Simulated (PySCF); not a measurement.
Molecule: `InChI=1S/C3H9ClSi/c1-5(2,3)4/h1-3H3`.

Atoms are numbered as in `[CH3:1][Si:2]([CH3:3])([CH3:4])[Cl:5]`. Hydrogens are named by the atom that carries them.

Geometry PBE0-D3(BJ)/def2-SVP throughout; GIAO in PySCF 2.14.0 with density-fitted response routines, gas phase, one conformer, non-relativistic; equivalent atoms averaged; functional PBE0.

Q: How do the shifts δ (against TMS, HCl at the same level) depend on the basis set? (ppm; last column core-seconds on shared hosts with different chips, so compare them loosely)

A: 
```
    basis set  functions  C1/C3/C4   Si2     Cl5  H(C1)/H(C3)/H(C4)  core-s
       STO-3G         42       0.9  32.9  -157.4               0.41     3.4
        6-31G         71       3.4  56.6   -54.5               0.26     6.7
     pcSseg-0         71       4.1  62.2   -48.6               0.36       9
       6-31G*         96       3.3  43.6   -27.6               0.20     8.9
     def2-SVP        123       3.4  38.2     3.2               0.29      10
      cc-pVDZ        123       3.7  36.4    -3.7               0.31      14
     pcSseg-1        144       3.9  40.6    12.3               0.33      30
  aug-cc-pVDZ        204       3.5  33.7    17.7               0.38      35
6-311+G(2d,p)        205       3.9  37.2    31.0               0.35      22
    def2-TZVP        221       3.8  35.7    17.5               0.34      26
     IGLO-III        283       3.9  34.3    22.8               0.32      47
      cc-pVTZ        284       3.8  36.2    20.0               0.35      50
     pcSseg-2        320       3.8  35.9    22.0               0.33      74
```

Q: Which nucleus moves most, in ppm?

A: Cl5 (chlorine bonded to Si): from -157.4 ppm with STO-3G to 31.0 ppm with 6-311+G(2d,p). The smallest spread is 0.20 ppm, at H(C1)/H(C3)/H(C4). Proton shifts span only some 12 ppm, so a few tenths of a ppm matter as much there as several ppm in carbon.

Q: Taking the largest basis, pcSseg-2 (320 functions), as the yardstick, rank the others by their worst heavy-atom deviation.

A: IGLO-III 1.6 ppm (283 functions), cc-pVTZ 2.0 ppm (284 functions), aug-cc-pVDZ 4.3 ppm (204 functions), def2-TZVP 4.5 ppm (221 functions), 6-311+G(2d,p) 9.0 ppm (205 functions), pcSseg-1 9.8 ppm (144 functions), def2-SVP 18.9 ppm (123 functions), cc-pVDZ 25.7 ppm (123 functions), 6-31G* 49.6 ppm (96 functions), pcSseg-0 70.6 ppm (71 functions), 6-31G 76.5 ppm (71 functions), STO-3G 179.4 ppm (42 functions).

A small basis that lands close on one nucleus may do so by chance; judge by the trend and by all nuclei.
